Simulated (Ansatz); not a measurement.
Cl₅Nb, charge +1, doublet, geometry from GFN2-xTB (such geometries of metal compounds can be far from the true shape) (the multiplicity is a formal guess) (core potentials on Nb). Base run: PBE0/def2-SVP run with Ansatz (a first-principles code).

The Ansatz input:
Ansatz 0.2 input:
```yaml
crystal:
  periodic: [false, false, false]
  atoms:
    - {symbol: Nb, position_ang: [0.02729002, 0.16592046, -0.13871072]}
    - {symbol: Cl, position_ang: [1.97824464, -0.18680081, -1.05168105]}
    - {symbol: Cl, position_ang: [0.62431961, -1.30473457, 1.84570697]}
    - {symbol: Cl, position_ang: [-1.22195116, 0.76817675, -1.85553039]}
    - {symbol: Cl, position_ang: [-1.47094980, -1.62636147, 0.27666815]}
    - {symbol: Cl, position_ang: [0.02451960, 1.94955898, 1.11937393]}
basis:
  gaussian:
    orbitals: def2-SVP
hamiltonian:
  xc: pbe0
total_charge: 1
magnetization: {spin_polarized: true, initial_magnetization: 1}
```

Variants of this job, named by their change:

| change | basis functions | E (Eh) | core-seconds (rough) |
|---|---|---|---|
| base | 121 | -2356.39261 | 10 |
| basis = 3-21G | 104 | -6026.68430 | 10 |
| basis = def2-SV(P) | 114 | -2356.36701 | 10 |
| basis = def2-SVPD | 169 | -2356.41874 | 20 |
| basis = def2-TZVP | 225 | -2357.19828 | 30 |
| basis = def2-TZVPP | 266 | -2357.20444 | 30 |

Totals compare only among sets that treat the same electrons; sets with core potentials leave the core out.
